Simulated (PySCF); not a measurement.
Electron correlation in Co(2+) (cobalt, charge +2)

[Ar] 3d6 4p1, one real determinant (an excited configuration). All numbers are calculated (PySCF 2.14, the non-relativistic Hamiltonian (point nucleus), in aug-cc-pVTZ (8s7p5d3f2g, 93 functions)). Frozen: [Ar]; 7 electrons correlated.

MP2 pair energies summed by pair of shells (mhartree):

```csv
pair,energy,share (%)
3d-3d,-119.27,90.1
3d-4p,-13.07,9.9
```

Total MP2 correlation energy: -132.34 mhartree.

Same-spin part -79.48 and opposite-spin part -52.87 mhartree; SCS-MP2 scales them by 1/3 and 6/5 to -89.93 mhartree.

The reference is one real determinant that mixes LS terms of this configuration.
